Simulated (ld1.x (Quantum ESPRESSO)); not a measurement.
An all-electron radial function and its pseudo partner (Mn)

Columns: radius, all-electron u(r) and pseudo u(r) of the 3p shell (level -90.29 eV) of manganese in the configuration [Ne] 3s2 3p6 3d4 4s0 4p0; PBE, scalar-relativistic, TM scheme, ld1.x (Quantum ESPRESSO) 7.5.

```tsv
r (bohr)	all-electron	pseudo
0.060	0.3060	-0.0196
0.120	0.5706	-0.0770
0.180	0.5630	-0.1681
0.240	0.3592	-0.2860
0.300	0.0648	-0.4223
0.360	-0.2438	-0.5669
0.420	-0.5224	-0.7098
0.480	-0.7507	-0.8412
0.540	-0.9231	-0.9532
0.600	-1.0415	-1.0398
0.660	-1.1121	-1.0983
0.720	-1.1430	-1.1280
0.780	-1.1425	-1.1311
0.840	-1.1183	-1.1114
0.900	-1.0770	-1.0736
0.960	-1.0237	-1.0224
1.020	-0.9631	-0.9627
1.080	-0.8983	-0.8982
1.140	-0.8319	-0.8319
1.200	-0.7659	-0.7659
1.260	-0.7014	-0.7014
1.320	-0.6396	-0.6396
1.380	-0.5811	-0.5811
1.440	-0.5261	-0.5261
1.500	-0.4750	-0.4750
1.560	-0.4277	-0.4277
```

**Question.** How many radial nodes do the two functions have?

**Answer.** The all-electron 3p function has n − l − 1 = 1; the pseudo-wave has 0, since the states of the same l below it are removed with the core.

**Question.** At about which radius was the pseudo-wave matched?

**Answer.** 1.20 bohr. The columns agree to 0.0005 from 1.02 bohr on; several derivatives are matched, so the curves merge somewhat inside the radius.

**Question.** Where does each function peak?

**Answer.** Outermost all-electron maximum near 0.72 bohr, pseudo maximum near 0.78 bohr (to the table’s step).

**Question.** Is the pseudo-wave norm-conserving?

**Answer.** Yes: the TM scheme keeps the norm inside the radius equal to the all-electron one, which fixes the energy derivative of the logarithmic derivative at the level.
